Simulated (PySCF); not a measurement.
Run record: excited-state job, `O=C[NH][GeH]1[CH2]C[CH2]1`.

Method: TDDFT CAM-B3LYP/def2-SVPD, vertical, gas phase, core orbitals frozen in the response (PySCF 2.14.0, density-fitted response routines). Geometry: GFN2-xTB. A driver script takes a list of jobs; this job's settings line and coordinates (Å) are shown.

Command:
```bash
OMP_NUM_THREADS=1 python probes_run.py task.json out
```

Input:
```
{"job": {"kind": "uv", "xc": "CAM-B3LYP", "basis": "def2-SVPD", "nstates": 8, "ntriplets": 3}, "charge": 0, "multiplicity": 1}
O      2.431697    -1.551609    -0.345471
C      2.778446    -0.426514    -0.047479
N      1.910963     0.579033    -0.121462
Ge     0.248929    -0.095543    -0.740956
C     -0.912004    -1.025108     0.597591
C     -2.013223     0.023268     0.352180
C     -1.234586     1.181426    -0.300401
H      3.800566    -0.190715     0.291039
H      2.182772     1.515026     0.133549
H      0.510859    -0.570289    -2.160797
H     -0.488287    -0.940898     1.597440
H     -1.223703    -2.054006     0.445618
H     -2.746486    -0.369175    -0.351968
H     -2.540678     0.313961     1.260366
H     -0.918869     1.909992     0.445726
H     -1.793994     1.710096    -1.066386
```

Output:
```
coarse grid: 60688 points
cycle   1  E = -2364.1746703076  dE =  4.682e-01  |g| = 9.314e-01  |ddm| = 6.035e+00
cycle   2  E = -2363.9238233661  dE =  2.508e-01  |g| = 1.506e+00  |ddm| = 2.478e+00
cycle   3  E = -2364.3374794994  dE = -4.137e-01  |g| = 2.032e-01  |ddm| = 1.522e+00
cycle   4  E = -2364.3444960953  dE = -7.017e-03  |g| = 6.372e-02  |ddm| = 2.843e-01
cycle   5  E = -2364.3452428579  dE = -7.468e-04  |g| = 1.024e-02  |ddm| = 7.845e-02
cycle   6  E = -2364.3452647217  dE = -2.186e-05  |g| = 5.318e-03  |ddm| = 1.884e-02
cycle   7  E = -2364.3452713964  dE = -6.675e-06  |g| = 9.413e-04  |ddm| = 8.990e-03
final grid: 128424 points
cycle   8  E = -2364.3452760235  dE = -3.450e-07  |g| = 8.944e-04  |ddm| = 5.578e-03
cycle   9  E = -2364.3452758893  dE =  1.342e-07  |g| = 1.366e-03  |ddm| = 2.043e-03
cycle  10  E = -2364.3452762275  dE = -3.382e-07  |g| = 1.283e-04  |ddm| = 1.137e-03
cycle  11  E = -2364.3452762330  dE = -5.515e-09  |g| = 7.805e-05  |ddm| = 2.615e-04
cycle  12  E = -2364.3452762353  dE = -2.313e-09  |g| = 2.666e-05  |ddm| = 2.067e-04
cycle  13  E = -2364.3452762356  dE = -2.119e-10  |g| = 3.702e-06  |ddm| = 5.606e-05
converged SCF energy = -2364.3452762356

Static polarisability (au): isotropic 85.592, principal 72.603 81.247 102.926

Singlet excitations
state   eV       nm        f      main configurations
  1   5.8207    213.0   0.00054   H-2->L+1 0.22, H->L+1 0.20, H-2->L+3 0.11
  2   6.9382    178.7   0.04029   H->L+1 0.34, H-1->L+1 0.23, H-1->L+2 0.09
  3   7.1165    174.2   0.00432   H->L 0.53, H-1->L+2 0.21
  4   7.1679    173.0   0.06445   H->L 0.21, H->L+2 0.19, H-1->L+2 0.11
  5   7.2090    172.0   0.02751   H-1->L 0.45, H->L+1 0.12, H-1->L+1 0.11
  6   7.4381    166.7   0.05998   H-1->L 0.20, H->L+3 0.18, H-1->L+2 0.16
  7   7.4710    166.0   0.02851   H->L+2 0.18, H-1->L+1 0.17, H->L+1 0.10
  8   7.5634    163.9   0.05460   H->L+3 0.16, H-2->L 0.13, H-2->L+1 0.13

Triplet excitations (Tamm-Dancoff, eV): 5.3508 5.3718 6.4736
```

The SCF starts on a coarse grid where the log names one; the energy can jump when the final grid takes over, and dE then counts from the start density on the new grid. H and L stand for HOMO and LUMO; the number after each pair is its weight.

Give the mean polarisability as a volume in Å³, and the ratio of the largest to the smallest principal value.

85.592 au × 0.148185 = 12.68 Å³; 102.926/72.603 = 1.42.

Give S1 in cm⁻¹ and kJ/mol.

5.8207 eV × 8065.54 = 46947 cm⁻¹; × 96.485 = 561.6 kJ/mol.

Summary of the converged run: HOMO -8.81 eV, LUMO 1.08 eV; lowest singlet 5.82 eV; lowest triplet 5.35 eV (Tamm–Dancoff); mean polarisability 85.6 au.

 Relativistic effects, spin–orbit coupling among them, are left out although an element past zinc is present.

Estimate the wall time. Hardware: one thread of an Arm Neoverse N1, on a shared host. And the peak memory of the process?

About 2.1 min, with 1.1 GiB resident at the peak, the Python interpreter and its libraries included.

One conformer stands for the species.
Labels such as C1 count atoms from 1, the log's own numbers from 0.
